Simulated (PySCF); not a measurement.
`C[C@@H]1C[C@H](F)C[C@H]1S`, C6H11FS

Cartesian coordinates in Å; atom numbers follow the order of the lines, from 1:
```xyz
19

C     2.0736   -0.1376   -0.4797
C     0.7671    0.0219    0.2814
C     0.0286   -1.3035    0.5303
C    -1.4751   -0.9894    0.4624
F    -2.0438   -1.6796   -0.5928
C    -1.5898    0.5147    0.2094
C    -0.2696    0.8633   -0.4698
S     0.1025    2.6438   -0.4939
H     2.5127    0.8388   -0.6731
H     1.9015   -0.6336   -1.4325
H     2.7814   -0.7278    0.0972
H     0.9720    0.5062    1.2435
H     0.2640   -2.0202   -0.2573
H     0.3040   -1.7468    1.4854
H    -2.0302   -1.3143    1.3484
H    -2.4582    0.7495   -0.4037
H    -1.6750    1.0424    1.1611
H    -0.2963    0.5783   -1.5238
H     0.1207    2.8031    0.8296
```

Level of theory: TDDFT CAM-B3LYP/def2-SVPD circular dichroism and optical rotation, one conformer, gas phase (PySCF). Geometry: GFN2-xTB.

The molecule is flexible and this is one conformer; a measurement averages over conformers. States above about 8.2 eV (minus the energy of the highest occupied orbital) lie near or above the ionisation threshold and depend on the basis.

(1) Draw the ECD and absorption spectra from the lowest 16 states, each a Gaussian of half-width 0.35 eV at 1/e height.

Results:

(1) 
| E (eV) | λ (nm) | Δε (L mol⁻¹ cm⁻¹) | ε (L mol⁻¹ cm⁻¹) |
| --- | --- | --- | --- |
| 5.05 | 245 | -0.10 | 22 |
| 5.15 | 241 | -0.20 | 45.8 |
| 5.25 | 236 | -0.36 | 81.4 |
| 5.35 | 232 | -0.54 | 124 |
| 5.45 | 227 | -0.69 | 163 |
| 5.55 | 223 | -0.76 | 194 |
| 5.65 | 219 | -0.73 | 229 |
| 5.75 | 216 | -0.63 | 305 |
| 5.85 | 212 | -0.56 | 469 |
| 5.95 | 208 | -0.56 | 744 |
| 6.05 | 205 | -0.64 | 1090 |
| 6.15 | 202 | -0.75 | 1400 |
| 6.25 | 198 | -0.80 | 1540 |
| 6.35 | 195 | -0.76 | 1450 |
| 6.45 | 192 | -0.64 | 1180 |
| 6.55 | 189 | -0.53 | 851 |
| 6.65 | 186 | -0.46 | 596 |
| 6.75 | 184 | -0.45 | 469 |
| 6.85 | 181 | -0.40 | 463 |
| 6.95 | 178 | -0.16 | 546 |
| 7.05 | 176 | +0.39 | 713 |
| 7.15 | 173 | +1.31 | 984 |
| 7.25 | 171 | +2.45 | 1370 |
| 7.35 | 169 | +3.49 | 1820 |
| 7.45 | 166 | +4.12 | 2200 |
| 7.55 | 164 | +4.25 | 2380 |
| 7.65 | 162 | +4.05 | 2350 |
| 7.75 | 160 | +3.90 | 2250 |
| 7.85 | 158 | +4.08 | 2350 |
| 7.95 | 156 | +4.75 | 2910 |
| 8.05 | 154 | +6.03 | 4050 |
| 8.15 | 152 | +8.04 | 5760 |
| 8.25 | 150 | +10.68 | 7940 |
| 8.35 | 148 | +13.29 | 10400 |
| 8.45 | 147 | +14.86 | 12700 |
| 8.55 | 145 | +14.52 | 14400 |
| 8.65 | 143 | +12.02 | 15000 |
| 8.75 | 142 | +7.64 | 14100 |
| 8.85 | 140 | +2.16 | 12200 |

Δε uses R in velocity form, ε uses f in length form. Only the states computed contribute, so the short-wavelength end is incomplete.
